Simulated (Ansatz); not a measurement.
Ligand exchange through a proton shuttle

Start structure (SnNH9O, singlet), relaxed at PBE0-D4/def2-TZVP:

Sn1  (-1.093, -0.171, -1.499)
H2  (-0.934, -1.267, -0.192)
H3  (0.415, 0.278, -2.144)
H4  (-2.113, 1.135, -1.125)
H5  (-1.892, -1.091, -2.722)
H6  (0.945, 0.711, 1.152)
N7  (0.346, 1.372, 0.664)
H8  (0.515, -1.525, 1.054)
O9  (1.228, -1.342, 1.677)
H10  (0.935, 2.098, 0.275)
H11  (-0.250, 1.809, 1.357)
H12  (1.899, -2.005, 1.503)
(Å)

The step: SnH₄ + H₂O + NH₃ → SnNH₅ ([NH2][SnH3]) + H₂O + H₂; bonds formed: Sn1–N7, H2–H8, H6–O9; bonds broken: Sn1–H2, H6–N7, H8–O9. Computed with Ansatz 0.2.0 (basis: def2-TZVPP and def2-QZVPP); correlated methods freeze the cores. Filled d shells of the heavier atoms are correlated. Core potentials replace the inner electrons of the atoms past krypton. The def2 sets are not built for correlating such inner shells, so the correlated values are less sure here. Extrapolation: Hartree–Fock as exp(−7.88 √X), correlation as X^−2.97. Energies below are by CCSD(T) at an estimated basis limit (MP2 extrapolated from triple and quadruple zeta, plus CCSD(T) − MP2 in triple zeta).

(1) What are the electronic barrier and the energy of the step, from the start structure to the end structure? (Judge from chemistry; the value comes from the calculation.)

The T1 diagnostic stays at or below 0.014.

## Answers

(1) By the calculation: Barrier 42.33 kcal/mol; step energy 6.20 kcal/mol (uphill); reverse barrier, their difference, 36.13 kcal/mol. Barrier and step energy count from the start structure, the reverse barrier from the end structure.

The saddle point: One imaginary mode of 1343i cm⁻¹.
| pair | start (Å) | saddle (Å) | end (Å) |
| --- | --- | --- | --- |
| Sn1–N7 | 3.02 | 2.17 | 2.06 |
| H2–H8 | 1.93 | 0.97 | 0.75 |
| H6–O9 | 2.14 | 1.28 | 0.98 |
| Sn1–H2 | 1.71 | 2.18 | 4.08 |
| H6–N7 | 1.02 | 1.21 | 1.89 |
| H8–O9 | 0.96 | 1.28 | 2.48 |

Zero-point energy (harmonic, PBE0-D4): ZPE is 54.79 kcal/mol at the start and 51.95 kcal/mol at the saddle, so the barrier goes from 42.33 to 39.49 kcal/mol.

Labels in which every atom is bracketed show which atoms are joined, not bond orders.

For scale, one of the runs: CCSD(T)/def2-TZVPP, 238 basis functions, launched by `ansatz run in.yaml --threads 4 --pin off --events-out ev --progress --plain --max-ram 9574MiB`. Time: 2.2 min of wall clock on 4 CPU threads of an Arm Neoverse V2; the host was shared. Peak host memory: 5 GiB.
